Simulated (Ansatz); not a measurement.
Cartesian coordinates in Å:
```
N -0.421 -0.809 1.189
C -0.444 -0.781 -0.076
S -1.222 -1.927 -1.201
N 0.157 0.263 -0.736
Si 0.810 1.608 0.142
F 2.146 1.234 0.924
H -0.965 -1.558 1.597
H -1.383 -2.905 -0.300
H 0.308 0.156 -1.726
H -0.169 2.141 1.102
H 1.184 2.577 -0.914
```

Charge 0, multiplicity 1.

(1) List the PBE/def2-TZVPP orbital energies in eV (the Gaussian-basis code of Ansatz). (Best estimate.)

Answers

(1) Ansatz gave: Occupied: -2396.51, -1780.71, -659.65, -381.25, -380.03, -271.89, -209.46, -155.63, -155.52, -155.35, -138.31, -95.09, -95.06, -95.00, -29.39, -24.24, -21.62, -19.12, -15.30, -14.25, -12.51, -11.88, -11.14, -10.59, -10.39, -10.02, -9.81, -9.14, -8.07, -6.81, -6.59, -6.24. Lowest empty: -1.43, -1.00, 0.00, 0.35, 0.46, 1.29, 1.52, 1.65.
